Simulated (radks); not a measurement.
The numbers below are computed, except where a source is named.
Neutral chromium inside a hard spherical wall (all orbitals vanish at R), configuration held at [Ar] 3d5 4s1 and not refilled when levels cross. Level of theory: non-relativistic Kohn-Sham, PBEsol, spin-polarised, spherical densities, point nucleus; open shells are filled with parallel spins first (a radial shooting solver on a logarithmic mesh with Libxc functionals). Eigenvalues in eV for spin up, with the zero of energy where the potential of the charges vanishes at infinity; a dash marks a level that is unbound or too diffuse for the functional's potential to be trusted. A positive occupied level is held by the wall or, in an anion where self-interaction has pushed it up, behind a barrier. The pressure on the wall is -dE/dV.

[
 {"R (bohr)": "free", "E (hartree)": "-1043.17514", "kinetic (hartree)": "1042.197", "e(3s)": "-73.083", "e(3p)": "-45.800", "e(4s)": "-4.388", "e(3d)": "-3.830", "e(4p, empty)": "-1.172", "e(5s, empty)": "-", "pressure (GPa)": "0"},
 {"R (bohr)": "20", "E (hartree)": "-1043.17514", "kinetic (hartree)": "1042.197", "e(3s)": "-73.083", "e(3p)": "-45.800", "e(4s)": "-4.388", "e(3d)": "-3.830", "e(4p, empty)": "-1.172", "e(5s, empty)": "-", "pressure (GPa)": "< 0.0001"},
 {"R (bohr)": "15", "E (hartree)": "-1043.17514", "kinetic (hartree)": "1042.197", "e(3s)": "-73.083", "e(3p)": "-45.800", "e(4s)": "-4.388", "e(3d)": "-3.829", "e(4p, empty)": "-1.164", "e(5s, empty)": "0.310", "pressure (GPa)": "< 0.0001"},
 {"R (bohr)": "12", "E (hartree)": "-1043.17509", "kinetic (hartree)": "1042.197", "e(3s)": "-73.077", "e(3p)": "-45.794", "e(4s)": "-4.383", "e(3d)": "-3.823", "e(4p, empty)": "-1.123", "e(5s, empty)": "0.915", "pressure (GPa)": "0.000931"},
 {"R (bohr)": "6", "E (hartree)": "-1043.14302", "kinetic (hartree)": "1042.369", "e(3s)": "-71.925", "e(3p)": "-44.652", "e(4s)": "-3.180", "e(3d)": "-2.764", "e(4p, empty)": "1.197", "e(5s, empty)": "12.637", "pressure (GPa)": "2.25"},
 {"R (bohr)": "4", "E (hartree)": "-1042.86170", "kinetic (hartree)": "1043.419", "e(3s)": "-67.343", "e(3p)": "-40.181", "e(4s)": "3.702", "e(3d)": "1.557", "e(4p, empty)": "10.660", "e(5s, empty)": "45.180", "pressure (GPa)": "56.8"},
 {"R (bohr)": "3", "E (hartree)": "-1041.97280", "kinetic (hartree)": "1046.339", "e(3s)": "-59.715", "e(3p)": "-32.752", "e(4s)": "21.053", "e(3d)": "9.624", "e(4p, empty)": "31.608", "e(5s, empty)": "105.17", "pressure (GPa)": "467"}
]
